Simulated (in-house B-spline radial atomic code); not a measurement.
Results of a calculation; reference values are marked as such.
**Correlation energy from the adiabatic connection: ω²r²/2 − Z/r, ω = 0.0771, Z = 1**

Two electrons in a singlet, external potential ω²r²/2 − Z/r, ω = 0.0771, Z = 1 (atomic units). Full CI in B-splines (partial waves to l = 8, correlation up to 0.6 % small) with the density held fixed gives W(λ) = <V_ee>_λ − U, and E_c is the integral of W(λ) − W(0) from 0 to 1.

| λ | W(λ) − W(0) (hartree) |
| --- | --- |
| 0 | 0.00000 |
| 0.02 | -0.00199 |
| 0.05 | -0.00489 |
| 0.12 | -0.01134 |
| 0.25 | -0.02217 |
| 0.4 | -0.03311 |
| 0.6 | -0.04557 |
| 0.8 | -0.05607 |
| 1 | -0.06502 |

(1) Integrate the table by the trapezoid rule.

(2) Now use only three numbers: W(0) = -0.44362, the initial slope W'(0) = -0.1005 (extrapolated from the first points) and the strong-coupling limit of the point-charge-plus-continuum model, W∞ = -0.63283. What do second-order theory and the interpolation W(λ) = W∞ + (W(0) − W∞)/√(1 + 2χλ) of Seidl, Perdew and Levy give?

Answers

(1) The strips give -0.00002, -0.00010, -0.00057, -0.00218, -0.00415, -0.00787, -0.01016, -0.01211, which sum to -0.03716 hartree. The direct value, W(1) − W(0) + T_c with T_c = 0.02774, is -0.03728; the curve is convex, so chords lie above it and the trapezoids fall short in size by 0.34 %.

(2) Second order keeps the slope alone: E_c = W'(0)/2 = -0.05025, +35 % in size against -0.03728. Matching the slope fixes χ = W'(0)/(W∞ − W(0)) = -0.1005/(-0.18921) = 0.53116. Integrating, with s = √(1 + 2χ) = 1.436075, E_c = −(W(0) − W∞)(s − 1)/(s + 1) = −0.18921 × 0.436075/2.436075 = -0.03387 hartree, -9.2 % in size against the full result. At λ = 1 the formula gives W − W(0) = -0.05746 against -0.06502. Part of the miss can come from the model's W∞.
